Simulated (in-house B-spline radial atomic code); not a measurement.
Values are calculated unless marked as measured or tabulated.
La³⁺ at several levels of theory

Ground configuration [Kr] 4d10 5s2 5p6. All numbers come from an all-electron radial atomic-structure program (B-spline basis), all electrons, at the radial basis limit. Mean-field, RPA, GW and linear-response runs are scalar-relativistic (one-electron X2C), no spin-orbit coupling, without Breit or QED terms, open shells spin-polarised at highest spin; the many-body runs on Dirac-Hartree-Fock orbitals are four-component, and their energies hold both.

Spin-orbit coupling, left out, splits p levels strongly here.

**Ionisation energy.** The reference is 49.95 ± 0.06 eV (NIST, semi-empirical). It runs between the lowest fine-structure levels, while the runs without spin-orbit coupling give shell averages, so part of their difference is this splitting, and a close match can be a cancellation.

| method | value (eV) | minus reference (eV) |
| --- | --- | --- |
| minus the highest LDA VWN5 level | 44.92 | -5.03 |
| minus the highest PBE level | 44.74 | -5.21 |
| G0W0 on PBE | 50.89 | +0.94 |
| minus the highest r2SCAN level | 45.26 | -4.69 |
| minus the highest PBE0 level | 46.50 | -3.45 |
| G0W0 on PBE0 | 51.05 | +1.10 |
| minus the highest B3LYP (VWN-RPA) level | 46.10 | -3.85 |
| minus the highest CAM-B3LYP level | 47.91 | -2.04 |
| minus the highest LC-wPBE level | 49.46 | -0.49 |
| minus the highest Hartree-Fock level | 50.48 | +0.53 |
| G0W0 on Hartree-Fock | 51.40 | +1.45 |
| Dirac-Fock + self-energy with TDHF screening (5p3/2) | 50.12 | +0.17 |

**Question.** Which methods come closest, and which lies farthest off?

**Answer.** Closest: Dirac-Fock + self-energy with TDHF screening (5p3/2) (+0.17 eV) and minus the highest LC-wPBE level (-0.49 eV). Farthest: minus the highest PBE level (-5.21 eV). The TDHF-screened form was chosen among four for its agreement on 13 closed-shell atoms.

**Static dipole polarisability and C6** of two like species, by linear response (no reference value is at hand):

```
                                method  α (bohr³)  C6 (hartree·bohr⁶)
                              LDA VWN5      7.681               49.03
                                   PBE      7.736               49.54
                                  PBE0      7.679               49.12
                       B3LYP (VWN-RPA)      7.704               49.28
                             CAM-B3LYP      7.689               49.16
                               LC-wPBE      7.668               49.02
                                  TDHF      7.647               49.02
relativistic RPA (four-component TDHF)      7.673               49.15
```

**Question.** What mean excitation energy do α and C6 imply in London's formula C6 = (3/4) α² ω?

**Answer.** LDA VWN5: ω = 1.108 hartree; relativistic RPA (four-component TDHF): ω = 1.113 hartree. A method that puts the excitations lower gives a larger α and a smaller ω.

Run times on one thread of shared hosts: mean field, RPA, SOSEX and G0W0 on PBE, 5.8 s (Arm Neoverse N1); TDDFT with PBE, 4.1 s (Arm Neoverse N1); removal energies by the self-energy, 42 s (Intel Xeon 6975P-C).
